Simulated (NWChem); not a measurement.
System: C₂H₇FSi; SMILES C[SiH](F)C

Input file for NWChem:

```
start job
memory heap 200 mb stack 900 mb global 1100 mb
geometry units angstroms noautoz
  Si    -0.079975    -0.342912     0.000000
  C      0.782373     0.230067    -1.550808
  C      0.782373     0.230067     1.550808
  F     -1.589156     0.287457     0.000000
  H     -0.240578    -1.827691     0.000000
  H      1.798244    -0.192300    -1.610328
  H      0.231191    -0.085868    -2.449736
  H      0.868010     1.327820    -1.570719
  H      0.231191    -0.085868     2.449736
  H      1.798244    -0.192300     1.610328
  H      0.868010     1.327820     1.570719
end
basis spherical
  Si library pcseg-2
  C library pcseg-2
  F library pcseg-2
  H library pcseg-2
end
dft
  xc xtpss03 ctpss03
  iterations 150
  semidirect filesize 400000000
  mulliken
end
task dft energy
```

The geometry was optimised at PBE0/def2-SVP.

Task: What results follow from this input? (TPSS/pcseg-2.) Quantities: basis functions; energy (Ha); highest occupied level (eV); orbital gap (eV); dipole (D).

Result: 
```yaml
number_of_basis_functions: 222
energy (Ha): -469.98
highest occupied level (eV): -7.64
orbital gap (eV): 7.70
dipole (D): 1.90
```
